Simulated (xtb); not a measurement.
CH3N2S (SMILES [NH]C(N)=S), doublet, geometry from GFN2-xTB; xtb with GFN1-xTB.

Here is a job for xtb.
```
$ xtb mol.xyz --gfn 1 --uhf 1 --opt --json

# file mol.xyz
7

N      0.91406629    -0.95725259     0.86191633
C     -0.03450728    -0.35682102     0.26787259
N     -1.31290476    -0.74035543     0.39672808
S      0.29385271     1.03075722    -0.74617794
H      1.84978886    -0.59957326     0.73958914
H     -1.52032107    -1.56769339     0.92868803
H     -2.03219825    -0.30066655    -0.14717652
```

### Question
Predict the main parts of the log of this xtb run.

### Answer

```
   ID    Z sym.   atoms
    1    7 N      1, 3
    2    6 C      2
    3   16 S      4
    4    1 H      5-7

           -------------------------------------------------
          |                Calculation Setup                |
           -------------------------------------------------

           -------------------------------------------------
          |                 G F N 1 - x T B                 |
           -------------------------------------------------

          ...................................................
          :                      SETUP                      :
          :.................................................:
          :  # basis functions                  28          :
          :  # atomic orbitals                  27          :
          :  # shells                           15          :
          :  # electrons                        23          :
          :  # halogen bonds                     0          :
          :  max. iterations                   250          :
          :  Hamiltonian                  GFN1-xTB          :
          :  restarted?                      false          :
          :  GBSA solvation                  false          :
          :  PC potential                    false          :
          :  electronic temp.          300.0000000     K    :
          :  accuracy                    1.0000000          :
          :  -> integral cutoff          0.2500000E+02      :
          :  -> integral neglect         0.1000000E-07      :
          :  -> SCF convergence          0.1000000E-05 Eh   :
          :  -> wf. convergence          0.2000000E-04 e    :
          :  Broyden damping             0.4000000          :
          :  net charge                          0          :
          :  unpaired electrons                  1          :
          ...................................................

 iter      E             dE          RMSdq      gap      omega  full diag
   1    -13.6950720 -0.136951E+02  0.735E+00    5.12       0.0  T
   2    -13.6223512  0.727208E-01  0.749E+00    2.43       1.0  T
   3    -13.8721873 -0.249836E+00  0.400E+00    4.14       1.0  T
   4    -13.8194975  0.526897E-01  0.265E+00    4.72       1.0  T
   5    -13.8709598 -0.514622E-01  0.142E+00    4.35       1.0  T
   6    -13.8872474 -0.162876E-01  0.205E-01    4.54       1.0  T
   7    -13.8874760 -0.228606E-03  0.907E-02    4.61       1.0  T
[...]
 * total energy  :   -13.7563363 Eh     change       -0.2716227E-10 Eh
 * total energy  :   -13.7570796 Eh     change       -0.7432657E-03 Eh
 * total energy  :   -13.7577744 Eh     change       -0.6947784E-03 Eh
 * total energy  :   -13.7578991 Eh     change       -0.1247611E-03 Eh
 * total energy  :   -13.7579266 Eh     change       -0.2742104E-04 Eh
 * total energy  :   -13.7581377 Eh     change       -0.2111371E-03 Eh
 * total energy  :   -13.7582049 Eh     change       -0.6717744E-04 Eh
 * total energy  :   -13.7582810 Eh     change       -0.7613092E-04 Eh
 * total energy  :   -13.7583160 Eh     change       -0.3495564E-04 Eh
 * total energy  :   -13.7583264 Eh     change       -0.1039692E-04 Eh
 * total energy  :   -13.7583334 Eh     change       -0.7079982E-05 Eh
 * total energy  :   -13.7583358 Eh     change       -0.2352975E-05 Eh
   *** GEOMETRY OPTIMIZATION CONVERGED AFTER 12 ITERATIONS ***
         :: total energy             -13.758335784869 Eh    ::
[...]
        20                         -0.0181675              -0.4944
        21                          0.0148471               0.4040
        22                          0.2345154               6.3815
        23                          0.2583278               7.0295
       ...                                ...                  ...
        27                          0.6196780              16.8623
      -------------------------------------------------------------
                  HL-Gap            0.1568613 Eh            4.2684 eV
             Fermi-level           -0.3575254 Eh           -9.7288 eV

  Mulliken/CM5 charges         n(s)   n(p)   n(d)
     1N    -0.45420 -0.73337   1.532  3.922  0.000
     2C     0.37852  0.53538   1.009  2.613  0.000
     3N    -0.42645 -0.87487   1.418  4.008  0.000
     4S    -0.16605 -0.17406   1.944  4.227 -0.004
     5H     0.21320  0.40306   0.787  0.000  0.000
     6H     0.23336  0.42882   0.767  0.000  0.000
     7H     0.22161  0.41505   0.778  0.000  0.000

Wiberg/Mayer (AO) data.
largest (>0.10) Wiberg bond orders for each atom

 ---------------------------------------------------------------------------
     #   Z sym  total        # sym  WBO       # sym  WBO       # sym  WBO
 ---------------------------------------------------------------------------
     1   7 N    3.033 --     2 C    1.577     5 H    0.927     4 S    0.401
                             3 N    0.108
     2   6 C    3.937 --     1 N    1.577     3 N    1.174     4 S    1.168
     3   7 N    3.197 --     2 C    1.174     7 H    0.926     6 H    0.918
                             1 N    0.108
     4  16 S    1.685 --     2 C    1.168     1 N    0.401
     5   1 H    0.975 --     1 N    0.927
     6   1 H    0.955 --     3 N    0.918
     7   1 H    0.964 --     3 N    0.926
 ---------------------------------------------------------------------------

Topologies differ in total number of bonds
Writing topology from bond orders to xtbtopo.mol

 dipole moment from electron density (au)
     X       Y       Z
  -0.6601  -0.1575  -0.2856  total (Debye):    1.871

optimized geometry written to: xtbopt.xyz

           -------------------------------------------------
          | TOTAL ENERGY              -13.758335784869 Eh   |
          | GRADIENT NORM               0.000336580761 Eh/α |
          | HOMO-LUMO GAP               4.268414319197 eV   |
           -------------------------------------------------

normal termination of xtb
```
